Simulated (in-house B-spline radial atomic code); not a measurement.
## Ionising the germanium ion Ge⁵⁺ with different functionals

Computed with a radial B-spline atomic code at the basis-set limit: scalar-relativistic (spin-free X2C) Hamiltonian, Fermi nucleus of rms radius 4.0742 fm, spin-polarised at highest spin, spherical fractional occupations for the functionals, and exact exchange of hybrids averaged over the configuration. The ionisation energy is the difference of two self-consistent energies, [Ar] 3d9 → [Ar] 3d8, without Breit or QED terms; ε is the level of the shell that loses the electron (its least bound occupied spin orbital). There is no spin-orbit coupling in this Hamiltonian.

```json
{"method": "PBE0", "rung": "global hybrid", "ΔSCF (eV)": "117.04", "-ε(3d) (eV)": "107.69"}
{"method": "B3LYP", "rung": "global hybrid", "ΔSCF (eV)": "117.22", "-ε(3d) (eV)": "107.01"}
{"method": "TPSSh", "rung": "global hybrid", "ΔSCF (eV)": "?", "-ε(3d) (eV)": "?"}
{"method": "BHandHLYP", "rung": "global hybrid", "ΔSCF (eV)": "116.74", "-ε(3d) (eV)": "111.71"}
{"method": "r2SCAN0", "rung": "global hybrid", "ΔSCF (eV)": "117.22", "-ε(3d) (eV)": "107.99"}
{"method": "B97-1", "rung": "global hybrid", "ΔSCF (eV)": "117.07", "-ε(3d) (eV)": "107.02"}
{"method": "HSE06", "rung": "range-separated hybrid", "ΔSCF (eV)": "116.98", "-ε(3d) (eV)": "107.22"}
{"method": "wB97X", "rung": "range-separated hybrid", "ΔSCF (eV)": "?", "-ε(3d) (eV)": "?"}
{"method": "CAM-B3LYP", "rung": "range-separated hybrid", "ΔSCF (eV)": "117.16", "-ε(3d) (eV)": "109.03"}
{"method": "LC-wPBE", "rung": "range-separated hybrid", "ΔSCF (eV)": "117.21", "-ε(3d) (eV)": "109.34"}
```

Task: What does wB97X give?

Result: ΔSCF 116.75 eV, and -ε(3d) = 109.56 eV.

Task: What does TPSSh give?

Result: ΔSCF 117.03 eV, and -ε(3d) = 105.11 eV.

Task: Among the functionals, which spreads more, the ΔSCF values or the orbital energies?

Result: The orbital energies: ΔSCF values span about 0.49 eV and the orbital energies 6.60 eV; here energy differences depend much less on the functional than eigenvalues do.

Task: How do they compare with the NIST value?

Result: NIST lists 115.9 eV ± 0.12 (semi-empirical, ground level to ground level). Errors run from +0.84 to +1.32 eV. The correlated functionals all miss on the same side by more than they spread, so the cause is common to them (spin-orbit coupling, Breit-QED terms, multiplet and fine-structure energies, or a listed next ion that isn't the cheapest removal here) and closeness doesn't rank the functionals.
